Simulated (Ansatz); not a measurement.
Basis sets compared for B8P7H24⁻, a nanocrystal cut from zinc blende BP (hydrogen-capped). Charge -1, multiplicity 1. Geometry r2SCAN-D4/def2-SVP. Ansatz on 2 threads of AMD EPYC 7R13 on a shared host and a share (18 GiB) of an NVIDIA H100 80GB HBM3; times are rough, and most runs start from earlier orbitals.

```xyz
39

B     2.907    1.553   -1.725
B    -3.425    1.414    0.325
B    -0.218    1.565   -0.567
B     2.162    0.752    1.369
B    -0.977    0.684    2.386
B     0.199   -1.588    0.509
B     3.316   -1.546   -0.670
B    -3.015   -1.684    1.383
P     0.993    1.475   -2.083
P     3.265    0.361   -0.208
P    -2.083    1.407   -1.087
P    -2.778    0.229    1.749
P     1.472   -2.148   -0.848
P    -1.604   -2.215    0.149
P     0.286    0.347    0.907
H     3.512    1.234   -2.737
H     3.094    2.708   -1.370
H    -4.495    1.059   -0.144
H    -3.414    2.566    0.736
H    -0.094    2.689   -0.108
H     2.238    1.945    1.626
H     2.493    0.013    2.284
H    -0.935    1.876    2.653
H    -0.680   -0.056    3.312
H     0.546   -2.142    1.539
H     3.908   -1.769   -1.714
H     3.739   -2.172    0.292
H    -4.098   -1.944    0.881
H    -2.768   -2.313    2.402
H     0.632    2.486   -3.020
H     0.648    0.350   -2.885
H     4.616    0.653    0.124
H    -2.379    2.419   -2.046
H    -2.229    0.285   -1.953
H    -3.689    0.472    2.815
H     0.938   -1.850   -2.135
H     1.432   -3.568   -0.957
H    -1.939   -1.914   -1.202
H    -1.579   -3.634    0.020
```

B3LYP takes the VWN-RPA correlation. Single mean-field runs in def2-TZVP are fitted with def2-universal-jkfit.

| level | functions | energy (Eh) | HOMO (eV) | LUMO (eV) | wall time |
| --- | --- | --- | --- | --- | --- |
| PBE-D4/def2-SVP | 358 | -2600.6799 | -2.58 | 1.84 | 6.5 s |
| B3LYP-D4/6-31G | 211 | -2602.8059 | -3.33 | 2.99 | 9 s |
| PBE0-D4/def2-SVP | 358 | -2600.9872 | -3.65 | 2.62 | 6.5 s |

Estimate the rows for PBE-D4/def2-TZVP, B3LYP-D4/def2-TZVP (with forces), PBE0-D4/def2-TZVP (with forces).


```json
{"level": "PBE-D4/def2-TZVP", "functions": "651", "energy (Eh)": "-2601.7271", "HOMO (eV)": "-2.72", "LUMO (eV)": "1.50", "wall time": "9 s"}
{"level": "B3LYP-D4/def2-TZVP (with forces)", "functions": "651", "energy (Eh)": "-2603.4078", "HOMO (eV)": "-3.55", "LUMO (eV)": "2.09", "wall time": "13 s"}
{"level": "PBE0-D4/def2-TZVP (with forces)", "functions": "651", "energy (Eh)": "-2602.0147", "HOMO (eV)": "-3.72", "LUMO (eV)": "2.27", "wall time": "14 s"}
```
